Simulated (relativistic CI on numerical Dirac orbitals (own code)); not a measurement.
Method of calculation: Dirac-Coulomb-Breit CI, orbitals from a KLI potential per configuration, model QED (radiative potential, 1s self-energy scaled to tabulated hydrogen-like ionisation energies), valence Slater integrals scaled by 0.9, P86 correlation estimate, and configurations built on the next ion tied to the tabulated ionisation energy (semi-empirical) (own radial code, finite nucleus).

Configuration list (outside the closed core 1s2): 2s2, 2s.3s, 2s.3p, 2s.2p, 2s.3d, 2s.4s, 2p2, 2p.3s, 2p.3p, 2s.4p, 2s.4d, 2s.4f, 3s2, 3s.3p, 3p2. Levels of other configurations are missing.

Configurations that consist of the next ion and one excited electron were tied to the tabulated ionisation energy; Rydberg ones are usually within 1,000 to 3,000 cm⁻¹ and the lowest ones within about 6,000 (9,000 in d shells), while levels on excited terms of the next ion carry the error of that term, and the other configurations can be misplaced by 10,000 cm⁻¹ or more. Rates follow the energies as ν³ (E1, M1) or ν⁵ (E2), so rates, branching and lifetimes can be off by large factors.

Outline of the computed level scheme of Al X. Lowest level of each configuration: 2s2 1S_0 at 0.000 eV; 2s.2p 3P°_0 at 19.601 eV; 2p2 3P_0 at 50.667 eV; 2s.3s 3S_1 at 230.087 eV; 2s.3p 1P°_1 at 239.160 eV; 2s.3d 3D_1 at 243.842 eV; 2p.3s 3P°_0 at 254.569 eV; 2p.3p 1P_1 at 260.061 eV; 2s.4s 3S_1 at 307.122 eV.

Some strong electric-dipole decays among the lowest 36 levels: 2s.3d 3D_3 → 2s.2p 3P°_2 (9.9e+11 s⁻¹); 2s.3d 3D_2 → 2s.2p 3P°_1 (7.4e+11 s⁻¹); 2s.3d 1D_2 → 2s.2p 1P°_1 (7.1e+11 s⁻¹); 2s.3d 3D_1 → 2s.2p 3P°_0 (5.5e+11 s⁻¹); 2s.3d 3D_1 → 2s.2p 3P°_1 (4.1e+11 s⁻¹); 2s.3p 1P°_1 → 2s2 1S_0 (3.9e+11 s⁻¹); 2s.3d 3D_2 → 2s.2p 3P°_2 (2.5e+11 s⁻¹); 2s.3s 3S_1 → 2s.2p 3P°_2 (1.3e+11 s⁻¹).
